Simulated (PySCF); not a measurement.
SbF3, SMILES [F][Sb]([F])[F]. Atoms are numbered in the order given.

```xyz
4

Sb     0.0000     0.0000     0.3476
F     -1.4407    -0.8318    -0.6566
F      0.0000     1.6636    -0.6566
F      1.4407    -0.8318    -0.6566
```

The structure is a stationary point at PBE-D3(BJ)/def2-SVP. The isomer is the one that the SMILES or the coordinates give; other isomers of the formula were not compared. The def2 effective core potentials stand for the cores of Sb; spin–orbit coupling is left out.

Calculation: PBE/def2-TZVPD (PySCF).

Isolated molecule, no solvent.

| Quantity | Value |
|---|---|
| total energy | -539.75482 hartree |
| point group | C3v |
| highest occupied level | -8.61 eV |
| lowest empty level | -2.77 eV |
| orbital gap | 5.84 eV |
| dipole moment | 3.83 D |
| quadrupole, principal values (traceless, Buckingham form, about the centre of nuclear charge) | -1.98, -1.98, 3.97 D·Å |
| mean static polarisability | 40.5 bohr³ (6.00 Å³) |
| polarisability, principal values | 37.8, 41.8, 41.8 bohr³ |
